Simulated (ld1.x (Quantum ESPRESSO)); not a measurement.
# Transferability test, RRKJ potential for titanium (Ti)

```
Element                 : titanium (Ti)
Generator               : ld1.x (Quantum ESPRESSO) 7.5
Type                    : norm-conserving RRKJ (Kleinman–Bylander form)
Functional              : LDA (PZ)
Relativity              : scalar-relativistic
Frozen core             : [Ne] 3s2
Valence charge          : 10
Reference configuration : 3p6 3d2 4s2 4p0
Partial waves           : 3p (bound): rc 1.25 bohr; 3d (bound): rc 2.25 bohr; 4s (bound): rc 3.10 bohr
Local potential         : the s channel
Core correction         : none
rho0                    : 0.005
```

Energies are relative to the spin-unpolarised reference configuration 3p6 3d2 4s2 4p0; without spin polarisation the order of configurations can differ from experiment. Spin-polarised rows fill each open shell by Hund’s rule, majority spin first.

(1) Give the all-electron excitation energy and the error of the potential for: 3p6 3d2 4s1 4p0; 3p6 3d2 4s0 4p0; 3p6 3d1 4s0 4p0; 3p6 3d3 4s0 4p0; 3p6 3d2 4s1 4p1; 3p6 3d2 4s0 4p1; 3p6 3d0 4s0 4p0; 3p6 3d2 4s2 4p0 (spin-polarised); 3p6 3d2 4s1 4p0 (spin-polarised).

Levels in the configuration 3p6 3d0 4s0 4p0:

```json
{"level": "3p", "all-electron (eV)": "-89.410", "pseudo (eV)": "-88.444"}
```

## Answers

(1)

| valence configuration | charge | ΔE all-electron (eV) | error AE − PS (meV) |
| --- | --- | --- | --- |
| 3p6 3d2 4s1 4p0 | +1 | 7.536 | -0.2 |
| 3p6 3d2 4s0 4p0 | +2 | 21.336 | -14 |
| 3p6 3d1 4s0 4p0 | +3 | 48.525 | +122 |
| 3p6 3d3 4s0 4p0 | +1 | 7.558 | -15 |
| 3p6 3d2 4s1 4p1 | 0 | 3.136 | -553 |
| 3p6 3d2 4s0 4p1 | +1 | 11.384 | -974 |
| 3p6 3d0 4s0 4p0 | +4 | 92.061 | +1329 |
| 3p6 3d2 4s2 4p0 (spin-polarised) | 0 | -0.670 | +180 |
| 3p6 3d2 4s1 4p0 (spin-polarised) | +1 | 6.292 | +221 |

These tests converged, but a pseudo level misses the all-electron one widely, so the file describes the atom poorly there or has found another state: 3p6 3d1 4s0 4p0: empty 4p by 2.7 eV (a node warning on the way); 3p6 3d0 4s0 4p0: empty 4p by 4.5 eV.
